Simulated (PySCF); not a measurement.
# How methods differ on the excitation energy of Mn

Mn [Ar] 3d5 4s2 (6S) → Mn [Ar] 3d6 4s1 (6D), as a difference of total energies. All numbers are calculated (PySCF 2.14, scalar relativity by spin-free X2C-1e, in x2c-TZVPPall). Correlated levels: valence and next inner shell: [Ne] frozen. The calculations carry no spin-orbit coupling.

```tsv
method	excitation energy (eV)	error (eV)
UHF	3.384	+1.239
MP2 (valence and next inner shell)	1.890	-0.255
SCS-MP2 (valence and next inner shell)	2.041	-0.104
CCSD (valence and next inner shell)	2.486	+0.341
CCSD(T) (valence and next inner shell)	2.427	+0.282
```

Reference: 2.145 eV (measured; NIST levels, between the centres of gravity of the two terms).

Errors of the correlated levels include the incompleteness of this basis and the frozen core.
